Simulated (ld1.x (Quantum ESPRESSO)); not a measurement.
## Mg (Z = 12), PAW: configuration errors across variants

- Element: magnesium (Mg)
- Generator: ld1.x (Quantum ESPRESSO) 7.5
- Type: PAW
- Functional: PBEsol
- Relativity: scalar-relativistic
- Frozen core: [He]
- Valence charge: 10
- Reference configuration: 2s2 2p6 3s2 3p0
- Partial waves: 2s (bound): rcut 1.10, rcutus 1.15 bohr; 3s (bound): rcut 1.10, rcutus 1.15 bohr; 2p (bound): rcut 1.05, rcutus 1.10 bohr; 3p (bound, empty): rcut 1.05, rcutus 1.10 bohr; 3d channel at -0.1 Ry: rcut 0.75, rcutus 1.00 bohr; 3d channel at 0.55 Ry: rcut 0.75, rcutus 1.00 bohr
- Local potential: all-electron potential smoothed inside 0.80 bohr (lloc = -1)
- Core correction: Bessel-smoothed model core, default radius (core density twice the valence density)
- Augmentation charge: PSQ, inside the norm-conserving radii

All-electron excitation energies from the reference (eV): (1) 2s2 2p6 3s1 3p0 7.920; (2) 2s2 2p6 3s0 3p0 22.737; (3) 2s2 2p6 3s1.5 3p0 3.129; (4) 2s2 2p6 3s0 3p2 7.126; (5) 2s2 2p6 3s0 3p1 12.230; (6) 2s2 2p5 3s2 3p0 58.455; (7) 2s2 2p6 3s1 3p1 3.474.

The overlap operator is not positive definite (basis up to 400 Ry) in “local potential all-electron potential smoothed inside 0.48 bohr (lloc = -1)”, “local potential all-electron potential smoothed inside 0.68 bohr (lloc = -1)”, “local potential all-electron potential smoothed inside 0.92 bohr (lloc = -1)”. Such files are unfit for use, however small their errors in these radial tests.

Errors AE − PS in meV (a dash: test not solved or not reliable):

| change | (1) | (2) | (3) | (4) | (5) | (6) | (7) | bound ghosts |
| --- | --- | --- | --- | --- | --- | --- | --- | --- |
| base | -0.1 | -0.3 | 0.0 | 0.0 | -0.1 | -16 | 0.0 | none |
| local potential all-electron potential smoothed inside 0.48 bohr (lloc = -1) | -0.1 | -0.2 | 0.0 | +1.0 | +1.2 | +16 | +0.1 | not determined (overlap not positive) |
| local potential all-electron potential smoothed inside 0.68 bohr (lloc = -1) | -0.1 | -0.3 | 0.0 | 0.0 | 0.0 | -18 | 0.0 | not determined (overlap not positive) |
| local potential all-electron potential smoothed inside 0.92 bohr (lloc = -1) | -0.1 | -0.3 | 0.0 | 0.0 | -0.1 | -13 | 0.0 | not determined (overlap not positive) |
| local potential all-electron potential smoothed inside 1.28 bohr (lloc = -1) | -0.1 | -0.3 | 0.0 | 0.0 | -0.1 | -11 | 0.0 | none |

Question: Give the same row for: local potential all-electron potential smoothed inside 1.12 bohr (lloc = -1).

Answer: 0.0, -0.2, 0.0, 0.0, 0.0, +5.2, 0.0; bound ghosts: none.
